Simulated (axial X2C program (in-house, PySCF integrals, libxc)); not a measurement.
Ω levels of ClPdCl from open-shell CI on d8 s0

Calculated with an in-house all-electron X2C program for linear molecules (integrals from PySCF): two-component X2C with atomic mean-field Coulomb and Gaunt terms, basis Cl dyall-av3z, Pd dyall-v3z (cores contracted in-house). Orbitals come from Hartree–Fock averaged over the configuration Pd d8 s0; CI then distributes these electrons over the d, s shells of Pd.

Cl–Pd–Cl held linear, both bonds 2.306 Å (near the minimum of the configuration average).

Lowest levels of this model:

```tsv
Ω	energy (cm⁻¹)	g∥	configuration
2	0	5.46	100% d8
1	223	2.11	100% d8
0	309	0.00	100% d8
3	883	7.93	100% d8
0	2394	0.00	100% d8
2	3054	4.49	100% d8
1	3782	2.19	100% d8
0	4085	0.00	100% d8
4	4508	10.00	100% d8
1	4582	1.71	100% d8
3	6943	6.07	100% d8
0	7011	0.00	100% d8
2	8546	2.22	100% d8
1	10029	1.99	100% d8
2	13421	5.42	100% d8
0	15229	0.00	100% d8
0	15569	0.00	100% d8
0	19724	0.00	100% d8
3	23754	6.00	100% d8
0	24306	0.00	100% d8
```

g∥ is the magnitude of 2⟨Lz + ge Sz⟩ for the +Ω component.

Task: From Ω and g∥ of the lowest level, whose 2⟨Lz + ge Sz⟩ is positive, find ⟨Sz⟩ and ⟨Lz⟩ (ge = 2.0023).

Result: Ω = ⟨Lz⟩ + ⟨Sz⟩ = 2 and ⟨Lz⟩ + ge⟨Sz⟩ = 2.730, so ⟨Sz⟩ = 0.73 and ⟨Lz⟩ = 1.27.

Occupations of the active spinors in the lowest level by ω, shell by shell in order of energy: -5/2: 0.69; -3/2: 0.93 0.39; -1/2: 1.00 0.31 0.00; 1/2: 0.86 0.82 0.00; 3/2: 1.00 1.00; 5/2: 1.00. The leading determinant has weight 0.61 among 60.

This point took 2.2 s on 1 thread of Arm Neoverse V2, on a shared host.

There is no dynamic correlation: spin–orbit spacings and, for f shells, spacings inside one term are the most reliable numbers, splittings between terms come out too wide, and energies between configurations are not reliable, so the lowest level need not be the ground state of the molecule. For d shells the ligand-field splittings (σ, π, δ) and their order can be off by a thousand cm⁻¹ or more. At most 4 roots were kept for each Ω > 0 (twice that for Ω = 0) within 3.2 eV of the lowest, so higher up levels can be missing between those listed; levels with Ω > 0 are doubly degenerate and listed once, Ω = 0 levels singly. Some active spinors are only partly of the character that their shell is named for, so the shell names and counts are nominal. States that fill the shells left empty in the average are placed too high. The molecule was held linear; bending was not examined.
